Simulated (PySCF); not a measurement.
C6H11O (SMILES [CH2]C(=O)CC(C)C), doublet, at a GFN2-xTB geometry; B97-1/STO-3G (PySCF).

The PySCF input:
```python
from pyscf import gto, scf, dft

mol = gto.M(
    atom='''
C     2.20591404   -0.44031400   -0.45736849
C     1.09196265    0.41268942   -0.33583232
O     0.74406726    1.18356321   -1.23663528
C     0.33877984    0.38585523    0.98522440
C    -1.05395983   -0.24932639    0.79482052
C    -1.93197516    0.63147546   -0.08384838
C    -0.94128819   -1.65817365    0.21568997
H     2.84814120   -0.34666925   -1.31626420
H     2.53069654   -1.06534200    0.35393873
H     0.20910406    1.41361474    1.32870449
H     0.90023319   -0.17200020    1.73410466
H    -1.50758209   -0.31944056    1.79155030
H    -2.87003799    0.13169946   -0.31408151
H    -2.15062661    1.57484584    0.41159759
H    -1.41826622    0.85243457   -1.01942306
H    -0.56382848   -1.62273750   -0.80360340
H    -0.26927935   -2.27087201    0.81307424
H    -1.91769218   -2.13727504    0.20137047
''',
    basis='sto-3g',
    spin=1,
    verbose=4,
)

mf = dft.UKS(mol)
mf.xc = 'b97-1'
mf.kernel()
mf.analyze()
```

The log (banner, timings and long lists left out):

```
PySCF version 2.14.0

[INPUT] verbose = 4
[INPUT] num. atoms = 18
[INPUT] num. electrons = 55
[INPUT] charge = 0
[INPUT] spin (= nelec alpha-beta = 2S) = 1
[INPUT] symmetry False subgroup None
[INPUT] Mole.unit = angstrom
[INPUT] Symbol           X                Y                Z      unit          X                Y                Z       unit  Magmom
[...]
nuclear repulsion = 311.788476897663
number of shells = 32
number of NR pGTOs = 138
number of NR cGTOs = 46
basis = sto-3g
ecp = {}

******** <class 'pyscf.dft.uks.UKS'> ********
method = UKS
initial guess = minao
damping factor = 0
level_shift factor = 0
DIIS = <class 'pyscf.scf.diis.CDIIS'>
diis_start_cycle = 1
diis_space = 8
diis_damp = 0
SCF conv_tol = 1e-09
SCF conv_tol_grad = None
SCF max_cycles = 50
direct_scf = True
direct_scf_tol = 1e-13
number electrons alpha = 28  beta = 27
XC library pyscf.dft.libxc version 7.1.2
    S. Lehtola, C. Steigemann, M. J. T. Oliveira, and M. A. L. Marques,  SoftwareX 7, 1–5 (2018)
XC functionals = b97-1
    F. A. Hamprecht, A. J. Cohen, D. J. Tozer, and N. C. Handy,  J. Chem. Phys. 109, 6264 (1998)
radial grids:
    Treutler-Ahlrichs [JCP 102, 346 (1995); DOI:10.1063/1.469408] (M4) radial grids

becke partition: Becke, JCP 88, 2547 (1988); DOI:10.1063/1.454033
pruning grids: <function nwchem_prune>
grids dens level: 3
symmetrized grids: False
atomic radii adjust function: <function treutler_atomic_radii_adjust>
small_rho_cutoff = 0
Set gradient conv threshold to 3.16228e-05
tot grids = 206680
init E= -307.210247075096

cycle= 1 E= -306.302780038548  delta_E= 0.907  |g|= 0.465  |ddm|= 3.69
cycle= 2 E= -304.987924727368  delta_E= 1.31  |g|= 1.47  |ddm|= 2.33
cycle= 3 E= -306.463522202654  delta_E= -1.48  |g|= 0.126  |ddm|= 1.99
cycle= 4 E= -306.472780547977  delta_E= -0.00926  |g|= 0.0689  |ddm|= 0.269
cycle= 5 E= -306.476426756785  delta_E= -0.00365  |g|= 0.0166  |ddm|= 0.0988
cycle= 6 E= -306.476867494649  delta_E= -0.000441  |g|= 0.00718  |ddm|= 0.0488
cycle= 7 E= -306.476939921721  delta_E= -7.24e-05  |g|= 0.0019  |ddm|= 0.0197
cycle= 8 E= -306.476950386601  delta_E= -1.05e-05  |g|= 0.00065  |ddm|= 0.00887
cycle= 9 E= -306.476951706293  delta_E= -1.32e-06  |g|= 0.000356  |ddm|= 0.0032
cycle= 10 E= -306.476952066318  delta_E= -3.6e-07  |g|= 0.000153  |ddm|= 0.00175
cycle= 11 E= -306.476952227481  delta_E= -1.61e-07  |g|= 0.00011  |ddm|= 0.00151
cycle= 12 E= -306.476952278886  delta_E= -5.14e-08  |g|= 6.1e-05  |ddm|= 0.000608
[...]
converged SCF energy = -306.476952397653  <S^2> = 0.78343715  2S+1 = 2.0331622
Total Energy =                        -306.476952397652894
[...]
spin_pop of  6 C 2py       0.00019
spin_pop of  6 C 2pz      -0.00010
spin_pop of  7 H 1s       -0.02740
spin_pop of  8 H 1s       -0.02753
spin_pop of  9 H 1s       -0.00400
spin_pop of  10 H 1s       -0.00090
spin_pop of  11 H 1s        0.00027
spin_pop of  12 H 1s        0.00016
spin_pop of  13 H 1s       -0.00010
spin_pop of  14 H 1s       -0.00081
spin_pop of  15 H 1s       -0.00007
spin_pop of  16 H 1s       -0.00009
spin_pop of  17 H 1s        0.00007
 ** Mulliken Spin Density (per atom)  **
spin density of  0 C =      0.81342
spin density of  1 C =     -0.20296
spin density of  2 O =      0.44423
spin density of  3 C =      0.00828
spin density of  4 C =     -0.00602
spin density of  5 C =      0.00300
spin density of  6 C =      0.00044
spin density of  7 H =     -0.02740
spin density of  8 H =     -0.02753
spin density of  9 H =     -0.00400
spin density of  10 H =     -0.00090
spin density of  11 H =      0.00027
spin density of  12 H =      0.00016
spin density of  13 H =     -0.00010
spin density of  14 H =     -0.00081
spin density of  15 H =     -0.00007
spin density of  16 H =     -0.00009
spin density of  17 H =      0.00007
 ** Mulliken pop alpha/beta on meta-lowdin orthogonal AOs **
 ** Mulliken pop       alpha | beta **
In total            28.00000 | 27.00000
 ** Mulliken atomic charges   ( Nelec_alpha | Nelec_beta ) **
charge of  0C =     -0.08274  (     3.44808      2.63466 )
charge of  1C =      0.09365  (     2.85170      3.05465 )
charge of  2O =     -0.12439  (     4.28431      3.84008 )
charge of  3C =     -0.10535  (     3.05681      3.04854 )
charge of  4C =      0.00086  (     2.99656      3.00258 )
charge of  5C =     -0.14589  (     3.07445      3.07144 )
charge of  6C =     -0.14249  (     3.07147      3.07103 )
charge of  7H =      0.05693  (     0.45783      0.48524 )
charge of  8H =      0.05446  (     0.45901      0.48654 )
charge of  9H =      0.04860  (     0.47370      0.47770 )
charge of  10H =      0.04104  (     0.47903      0.47993 )
charge of  11H =      0.03557  (     0.48235      0.48208 )
charge of  12H =      0.04287  (     0.47864      0.47848 )
charge of  13H =      0.04327  (     0.47832      0.47842 )
charge of  14H =      0.05268  (     0.47326      0.47406 )
charge of  15H =      0.04418  (     0.47788      0.47794 )
charge of  16H =      0.04186  (     0.47903      0.47912 )
charge of  17H =      0.04490  (     0.47758      0.47752 )
Dipole moment(X, Y, Z, Debye):  0.65415, -1.02306,  1.08685
```
